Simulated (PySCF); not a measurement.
**Diatomic cations of Sb with the third period**

CCSD(T) with double-zeta basis sets in PySCF, for the lowest determinant that a PBE0 search found; no spin–orbit coupling. De refers to high-spin ground-configuration atoms (the charge goes to the atom of lower measured ionisation energy or higher electron affinity, which is not always the lowest computed limit).

```tsv
M	basis	reference, frozen orbitals	charged atom	state (unpaired electrons)	Re (Å)	ωe (cm⁻¹)	De (eV)
Na	cc-pVDZ/cc-pVDZ-PP	UHF, 5	Na+	quartet (σ ↑, π ↑↑)	3.402	103	0.30
Mg	x2c-SVPall	ROHF, 19	Mg+	triplet (π ↑↑)	2.837	226	1.36
Al	def2-SVPD	UHF, 9	Al+	quartet (σ ↑, π ↑↑)	2.959	136	0.53
Si	def2-SVP	UHF, 9	Si+	triplet (π ↑↑)	2.561	336	2.26
Cl	def2-SVP	UHF, 9	Sb+	doublet (π ↑)	2.290	433	2.93
```

**Question.** By what factor does the well depth vary along the series?

**Answer.** At CCSD(T) it runs from 0.30 eV (NaSb⁺) to 2.93 eV (SbCl⁺), a factor of 9.77.

The rows differ in basis set, which adds steps of its own.

The state changes along the series, so neighbouring rows are not always alike in their bonding.

Correlated steps freeze the inner cores (5 to 19 orbitals); shallow outer-core shells are correlated. UHF and ROHF references stand side by side, which adds small steps between rows. Weak bonds: NaSb⁺. Basis-set superposition, not corrected here, can be much of De in a small basis, most of all at correlated wavefunction levels. Spin–orbit coupling is left out, which matters for elements this heavy, above all for dissociation energies. For an ion De counts to the pair picked by the measured ionisation energies or electron affinities, which need not be the lowest pair at this level. States were picked by a PBE0 search and need not be the measured ground states.
